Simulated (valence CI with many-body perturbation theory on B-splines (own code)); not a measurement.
E1 line list for Sb2+

Level of theory: configuration interaction combined with many-body perturbation theory (CI+MBPT): three valence electrons over a frozen Dirac-Fock core [Kr] 4d10, radial functions for each j: 11 s, 11 p, 9 d, 7 f, 5 g, 2 h, 1 i, with the one-electron correlation potential Σ1, the two-electron term Σ2, the three-electron term Σ3, Breit, model QED; selected CI, second order for the rest, scaled by the run's own slope (own B-spline code, finite nucleus).

Set against measurement, 16 paired levels are off by 201 cm⁻¹ on average, the worst by 603. These come from a selection out of Moore, Atomic Energy Levels, vol. III, NSRDS-NBS 35 (1971 reprint of NBS Circular 467, 1958), an old analysis. Levels without a partner in it may be off by more. 1 measured level below the end of the list, from 163388 cm⁻¹ on, found no clear computed partner, and computed levels of the same name lie up to 1446 cm⁻¹ from them.

Lines 1 to 50 of 227 in falling wavelength, among levels below 166015 cm⁻¹, chosen from the strongest by gf and those to the six lowest levels. Wavelengths and rates use the calculated energies, so an error of 200 cm⁻¹ moves a line at 1195 nm by 2.4 % and its rate by three times that or more. Electric multipoles are in the length gauge, E1 and E2 with the static RPA response of the core. Weak lines are less certain than strong ones. Lines between different terms over intervals too small for the method are left out, as are lines whose strength nearly cancels. Where a level lies close to another of its J and parity, the split of strength between their lines is uncertain. The highest levels of a list are the least certain.

Names give the largest LS component (configuration and term), which can be under half, so a name can repeat, a term be missing and a line seem to break the LS rules; names also repeat where a configuration has a term twice.

```
λ vac (nm)  λ from measured levels           Upper           Lower   A (s⁻¹)  S (a.u.) with core polarisation  S without
      3950                            5s²7d ²D_5/2  5s5p5d ²P°_3/2  5.92e+04                         1.08e+01   1.08e+01
      3241                            5s²5g ²G_7/2   5s²5f ²F°_5/2  1.62e+06                         2.18e+02   2.18e+02
      3192                            5s²5g ²G_9/2   5s²5f ²F°_7/2  1.75e+06                         2.80e+02   2.80e+02
      3192                            5s²5g ²G_7/2   5s²5f ²F°_7/2  6.24e+04                         8.01e+00   8.01e+00
      2839                            5s²8s ²S_1/2  5s5p6s ²P°_1/2  1.27e+05                         2.87e+00   2.87e+00
      2341                            5s²7d ²D_3/2  5s5p6s ²P°_1/2  2.15e+05                         5.44e+00   5.43e+00
      2141                            5s²8s ²S_1/2  5s5p5d ⁴D°_3/2  1.04e+05                         1.00e+00   1.00e+00
      2090                            5s²8s ²S_1/2  5s5p5d ⁴D°_1/2  9.36e+04                         8.43e-01   8.42e-01
      2046                            5s²7d ²D_3/2   5s²5f ²F°_5/2  7.85e+06                         1.33e+02   1.32e+02
      1999                            5s²7d ²D_5/2   5s²5f ²F°_5/2  3.96e+05                         9.36e+00   9.34e+00
      1980                            5s²7d ²D_5/2   5s²5f ²F°_7/2  7.99e+06                         1.84e+02   1.83e+02
      1807                            5s²7d ²D_3/2  5s5p5d ⁴D°_1/2  1.49e+05                         1.74e+00   1.74e+00
      1806                            5s²7d ²D_5/2  5s5p5d ⁴D°_3/2  1.10e+05                         1.92e+00   1.92e+00
      1603                            5s²8s ²S_1/2  5s5p6s ⁴P°_3/2  3.84e+05                         1.56e+00   1.56e+00
      1539                           5s²7p ²P°_1/2    5s²6d ²D_3/2  1.44e+07                         5.18e+01   5.17e+01
      1519                             5p³ ⁴S°_3/2    5s²6d ²D_5/2  1.57e+06                         1.09e+01   1.09e+01
      1466                             5p³ ⁴S°_3/2    5s²6d ²D_3/2  1.84e+05                         1.14e+00   1.14e+00
      1422                           5s²7p ²P°_3/2    5s²6d ²D_5/2  1.24e+07                         7.03e+01   7.01e+01
      1408                            5s²7d ²D_5/2  5s5p6s ⁴P°_3/2  3.28e+05                         2.71e+00   2.71e+00
      1404                          5s5p5d ⁴F°_3/2    5s²6d ²D_5/2  1.79e+06                         9.76e+00   9.75e+00
      1375                           5s²7p ²P°_3/2    5s²6d ²D_3/2  1.49e+06                         7.67e+00   7.65e+00
      1359                          5s5p5d ⁴F°_3/2    5s²6d ²D_3/2  2.11e+05                         1.05e+00   1.04e+00
      1221                            5s²8s ²S_1/2  5s5p6s ⁴P°_1/2  2.31e+05                         4.15e-01   4.15e-01
      1195                    1189    5s²6d ²D_3/2   4f5s² ²F°_5/2  9.79e+06                         3.30e+01   3.28e+01
      1162                    1156    5s²6d ²D_5/2   4f5s² ²F°_5/2  5.00e+05                         2.32e+00   2.31e+00
      1159                            5s²5g ²G_9/2  5s5p5d ⁴F°_7/2  3.15e+05                         2.42e+00   2.42e+00
      1154                    1149    5s²6d ²D_5/2   4f5s² ²F°_7/2  1.01e+07                         4.60e+01   4.57e+01
      1145                           5s²7p ²P°_1/2    5s²7s ²S_1/2  2.75e+07                         4.08e+01   4.09e+01
      1118                            5s²7d ²D_3/2  5s5p6s ⁴P°_1/2  3.25e+05                         8.96e-01   8.95e-01
      1104                             5p³ ⁴S°_3/2    5s²7s ²S_1/2  3.54e+06                         9.42e+00   9.46e+00
      1052                           5s²7p ²P°_3/2    5s²7s ²S_1/2  2.69e+07                         6.18e+01   6.21e+01
      1042                          5s5p5d ⁴F°_3/2    5s²7s ²S_1/2  3.84e+06                         8.58e+00   8.62e+00
     984.6                          5s5p5d ⁴F°_7/2    5s²6d ²D_5/2  3.41e+05                         1.28e+00   1.28e+00
     948.2                            5s²7d ²D_5/2  5s5p5d ⁴F°_7/2  3.31e+05                         8.37e-01   8.36e-01
     942.6                            5s²5g ²G_7/2  5s5p5d ⁴F°_5/2  1.85e+05                         6.13e-01   6.13e-01
     841.6                          5s5p6s ⁴P°_1/2    5s²6d ²D_3/2  6.65e+05                         3.92e-01   3.91e-01
     792.0                   783.3   5s²6p ²P°_1/2    5s5p² ²P_3/2  4.89e+06                         2.40e+00   2.38e+00
     786.3                            5s²8s ²S_1/2  5s5p5d ⁴F°_3/2  8.70e+06                         4.18e+00   4.16e+00
     781.1                            5s²8s ²S_1/2   5s²7p ²P°_3/2  6.27e+07                         2.95e+01   2.94e+01
     754.4                            5s²8s ²S_1/2     5p³ ⁴S°_3/2  9.55e+06                         4.05e+00   4.04e+00
     742.6                            5s²7d ²D_3/2  5s5p5d ⁴F°_3/2  1.86e+06                         1.50e+00   1.51e+00
     737.9                            5s²7d ²D_3/2   5s²7p ²P°_3/2  1.31e+07                         1.04e+01   1.04e+01
     736.7                            5s²8s ²S_1/2   5s²7p ²P°_1/2  4.12e+07                         1.63e+01   1.62e+01
     736.3                            5s²7d ²D_5/2  5s5p5d ⁴F°_3/2  1.10e+07                         1.30e+01   1.30e+01
     735.3                          5s5p6s ⁴P°_3/2    5s²6d ²D_5/2  1.04e+06                         8.15e-01   8.14e-01
     731.6                            5s²7d ²D_5/2   5s²7p ²P°_3/2  7.98e+07                         9.25e+01   9.27e+01
     714.0                            5s²7d ²D_3/2     5p³ ⁴S°_3/2  2.15e+06                         1.55e+00   1.55e+00
     708.3                          5s5p6s ⁴P°_1/2    5s²7s ²S_1/2  8.29e+05                         2.91e-01   2.92e-01
     708.2                            5s²7d ²D_5/2     5p³ ⁴S°_3/2  1.24e+07                         1.31e+01   1.31e+01
     700.6                   692.8   5s²6p ²P°_3/2    5s5p² ²P_3/2  6.02e+05                         4.08e-01   4.09e-01
```
